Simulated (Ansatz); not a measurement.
## Relative stability

The two ends of one reaction step of Si$_{2}$NH$_{9}$O$_{2}$F$_{2}$, singlet (PBE0-D4/def2-TZVP).

A:

```tsv
atom	x (Å)	y (Å)	z (Å)
Si1	-0.6156	0.7368	-0.6346
Si2	1.1721	-0.6206	-1.3311
F3	-1.3400	0.7078	-2.1140
F4	-1.8407	-0.0254	0.1249
O5	-0.5422	2.3847	-0.4907
H6	0.2522	-0.1266	1.6607
N7	0.1942	0.8164	1.2692
H8	-0.1219	-2.7789	1.3173
O9	-0.4758	-1.9699	1.6932
H10	2.2883	-0.6695	-0.3384
H11	0.6998	-2.0237	-1.5144
H12	1.7388	-0.1561	-2.6254
H13	-0.8869	2.8213	-1.2734
H14	1.1126	1.2445	1.2664
H15	-0.4118	1.3816	1.8555
H16	-1.2230	-1.7222	1.1348
```

B:

```csv
atom,x (Å),y (Å),z (Å)
Si1,-1.2098,1.2892,-0.0353
Si2,1.4816,-1.4154,-1.4296
F3,-1.4843,-0.2203,-0.4547
F4,-2.6492,1.9261,0.1073
O5,-0.3173,1.9820,-1.1880
H6,-0.1486,-0.6492,1.9685
N7,-0.4199,1.3942,1.4538
H8,0.6156,-2.5366,-0.9954
O9,-0.0118,-1.5857,2.1661
H10,2.8104,-1.9319,-1.8433
H11,0.8541,-0.7318,-2.5934
H12,1.6514,-0.4352,-0.3302
H13,-0.2952,1.5822,-2.0591
H14,0.5510,1.6625,1.4767
H15,-0.9172,1.7177,2.2680
H16,-0.5106,-2.0476,1.4886
```

Program: Ansatz 0.2.0. Basis: def2-TZVPP. Cores are frozen in the correlated methods. B3LYP uses VWN-RPA correlation.

**Question.** Which structure is lower at CCSD(T), and by how much? (An estimate is asked for; the value comes from the calculation.)

**Answer.** Computed: B, by 0.496 eV (electronic energy, against the other). By their contacts, A is a complex of Si₂NH₇OF₂ ([NH3][Si]([OH])([F])([F])[SiH3]) + H₂O and B is a complex of SiNH₃OF₂ ([NH2][Si]([OH])([F])[F]) + SiH₄ + H₂O.

**Question.** Do the other methods give the same order? (A judgement: the text doesn't fix the answer.)

**Answer.** The calculation gives: Not all: SPW92 gives the other order.

| method | E(B) − E(A) (eV) |
| --- | --- |
| SPW92 | 0.036 |
| PBE-D4 | -0.219 |
| BLYP-D4 | -0.476 |
| r2SCAN-D4 | -0.379 |
| B97M-V | -0.424 |
| PBE0-D4 | -0.312 |
| B3LYP-D4 | -0.525 |
| r2SCAN0-D4 | -0.431 |
| BHLYP-D4 | -0.612 |
| CAM-B3LYP-D4 | -0.534 |
| wB97X-V | -0.431 |
| wB97M-V | -0.468 |
| B2PLYP | -0.568 |
| PBE-QIDH | -0.418 |
| RPA on PBE | -0.515 |
| HF | -1.036 |
| MP2 | -0.532 |
| CCSD | -0.574 |
| CCSD(T) | -0.496 |

The T1 diagnostic stays at or below 0.012.

Labels in which every atom is bracketed show which atoms are joined, not bond orders.

For scale, one of the runs: CCSD(T)/def2-TZVPP, 365 basis functions, launched by `ansatz run in.yaml --threads 5 --pin off --events-out ev --progress --plain --max-ram 66560MiB --backend cuda --devices 0, --max-vram 37GiB`. The run took 45 s on 5 CPU threads of an AMD EPYC 7R13 and a share of one NVIDIA H100 (shared host), with 0.86 GiB of host memory at its peak.
